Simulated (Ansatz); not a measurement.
Species: C3H9BN, net charge 0, doublet state. It need not be the lowest isomer of its formula. 
Coordinates optimised at B3LYP-D3(BJ)/def2-TZVP (Ansatz, an electronic-structure program):
SMILES: CNB([CH2])C
```xyz
14

C      1.2883     0.7696     0.7908
B      0.4573    -0.2645     0.0148
C      1.1131    -1.6300    -0.4515
N     -0.8966    -0.0275    -0.2992
C     -1.7249     1.1222     0.0055
H      2.3304     0.5894     1.0336
H      0.9227     1.7266     1.1475
H      0.4279    -2.2869    -0.9945
H      1.4961    -2.1926     0.4059
H      1.9758    -1.4479    -1.1002
H     -1.3870    -0.7460    -0.8106
H     -1.1481     1.8618     0.5549
H     -2.5861     0.8429     0.6196
H     -2.1003     1.5971    -0.9058
```
Charge 0, spin multiplicity 2.

Quantity: atomisation energy (electronic, to ground-state atoms), in kJ/mol. Cores are frozen in the correlated levels unless marked. Open shells are spin-unrestricted. No spin-orbit coupling. No relativistic terms. The coupled-cluster limit lacks core correlation, which all-electron functionals hold. CBS(X,Y): correlation extrapolated as X^-3; Hartree-Fock from the larger set.

```
level                                program  atomisation energy (kJ/mol)
----------------------------  --------------  ---------------------------
r2SCAN-D3(BJ)/def2-TZVPD      Ansatz + dftd3                          ___
PBE0/STO-3G                           Ansatz                       6508.6
PBE0/6-31G*                           Ansatz                          ___
PBE0/def2-TZVP                        Ansatz                          ___
BHLYP-D4/def2-TZVPD           Ansatz + dftd4                       5320.1
HSE06-D3(BJ)/def2-TZVPD       Ansatz + dftd3                       5461.3
CAM-B3LYP-D3(BJ)/def2-TZVPD   Ansatz + dftd3                       5462.3
LC-wPBE/def2-TZVPD                    Ansatz                       5422.5
wB97M-V/def2-TZVPD                    Ansatz                       5431.7
SCS-MP2/cc-pVDZ                       Ansatz                       5038.6
CCSD(T)/CBS(cc-pVTZ,cc-pVQZ)          Ansatz                          ___
```

### Question
Complete the blanks.

### Answer

- r2SCAN-D3(BJ)/def2-TZVPD, atomisation energy (kJ/mol): 5442.9
- PBE0/6-31G*, atomisation energy (kJ/mol): 5442.8
- PBE0/def2-TZVP, atomisation energy (kJ/mol): 5438.4
- CCSD(T)/CBS(cc-pVTZ,cc-pVQZ), atomisation energy (kJ/mol): 5397.7
